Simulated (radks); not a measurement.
Numerical settings for the neon ion Ne+, [He] 2s2 2p5. Calculated with a radial shooting solver on a logarithmic mesh with Libxc functionals: non-relativistic Kohn-Sham, PBEsol, spin-polarised, spherical densities, point nucleus; open shells are filled with parallel spins first. The defaults (mesh step 0.008 in ln r, mesh end at 40 bohr or more with all orbitals vanishing there, Anderson mixing 0.5 over 9 steps, residual threshold near 1e-9 with the energy settled to 1e-9 hartree or 1e-11 of itself, here a cap of 56 iterations) give E = -127.7207 hartree and 2p at -31.094 eV in 15 iterations. Run on one thread of a shared host, so times are rough (Intel(R) Xeon(R) Platinum 8488C): 0.1 s of CPU time, 0.1 s wall, 15 iterations on 2476 mesh points. Changes against that run (0 stands for a change within the tolerance of the run):

| setting | iterations | converged | E (mhartree) | e(2p) (meV) | CPU (s) |
|---|---|---|---|---|---|
| mesh step in ln r 0.12 | 4 | no | diverged | - | 0.01 |
| mesh step in ln r 0.08 | 15 | yes | +0.00843 | +0.00527 | 0.02 |
| mesh step in ln r 0.02 | 15 | yes | 0 | 0 | 0.05 |
| mesh end (bohr) 400 | 15 | yes | 0 | 0 | 0.1 |
| mesh end (bohr) 8 | 15 | yes | 0 | +0.00374 | 0.1 |
| residual threshold 1e-16 | 56 | no | 0 | 0 | 0.31 |
| residual threshold 0.001 | 8 | yes | 0 | -0.616 | 0.09 |
| mixing 1.5 | 15 | yes | 0 | 0 | 0.13 |
| linear mixing, mixing 0.5 | 31 | yes | 0 | 0 | 0.21 |
| linear mixing, mixing 0.2 | 56 | no | 0 | -0.0667 | 0.38 |
| mixing history 20 | 19 | yes | 0 | 0 | 0.17 |
| iteration cap 8 | 8 | no | 0 | +0.00765 | 0.08 |

No run marked as converged misses the energy by more than 1 mhartree. A mesh that ends early acts as a hard wall.
